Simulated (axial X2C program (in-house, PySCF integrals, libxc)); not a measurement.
## RhH⁻: properties at the nuclei

Calculated with an in-house all-electron X2C program for linear molecules (integrals from PySCF): two-component X2C with atomic mean-field Coulomb and Gaunt terms, Gaussian nuclei, basis Rh dyall-acv3z, H dyall-av3z with contracted cores.

R = 1.545 Å (near the PBE0 minimum at charge -1 of the determinant lowest at the starting distance; the state shown can have its own minimum elsewhere).

Input and command:
```json
{"zs": [45, 1], "q": -1, "bas": ["dyall-acv3z", "dyall-av3z"], "r0": 1.57, "levels": ["PBE0", "HF", "BHandHLYP", "r2SCAN", "PBE50"], "nst": 3}
```
```bash
python soeom.py task.json out
```

Keys: zs atomic numbers; q charge; bas basis sets; r0 starting distance in Å; levels methods; nst determinants followed.

Determinant lowest in the PBE0 search, Ω = 5/2 (⟨Sz⟩ = 0.50, ⟨Lz⟩ = 2.00 at PBE0), spin on the atoms Rh 0.46, H 0.04:

```csv
level,Eeff magnitude (GV/cm),Ws magnitude Rh (kHz),A∥/gI Rh (MHz),qzz Rh (a.u.),A∥/gI H (MHz),qzz H (a.u.)
PBE0,1.65,0.318,419,-1.78,1.24,0.14
BHandHLYP,3.24,0.631,400,-1.94,-2.15,0.15
r2SCAN,2.09,0.409,437,-1.86,0.941,0.14
```

Eeff is the effective electric field on the electron electric dipole moment in this Ω state and Ws the scalar–pseudoscalar constant of the nucleus named (defined with the proton number Z and per Ω); A∥ (defined per Ω) follows by multiplying with gI = μI/(I μN); qzz is the electric field gradient, eQq0 = 234.96 MHz × Q/barn × qzz. The operators were transformed with the bare-nucleus X2C matrices; with these basis sets, hyperfine constants and field gradients can be off by tens of per cent, and where levels differ in sign neither size nor sign is settled.

With gI(103Rh) = -0.1768 (g factors from the IAEA table of nuclear moments by Stone), turn the PBE0 values of the first state into constants in MHz.

A∥(103Rh) = 419 × -0.1768 = -74.1 MHz.

Each state is one determinant with collinear spin. For an anion, determinants above electron detachment, or with a positive highest level, are held by the basis set. Left out as unconverged or as another state under the same occupation: HF, PBE50 in at least one table. The search compared states at one distance, so a state with another bond length can lie lower. Further determinants of the search, some of them spin-mixed, are not shown. Where a field gradient or hyperfine factor spreads by more than a factor of two over the levels, a constant derived from it is not to be relied on.
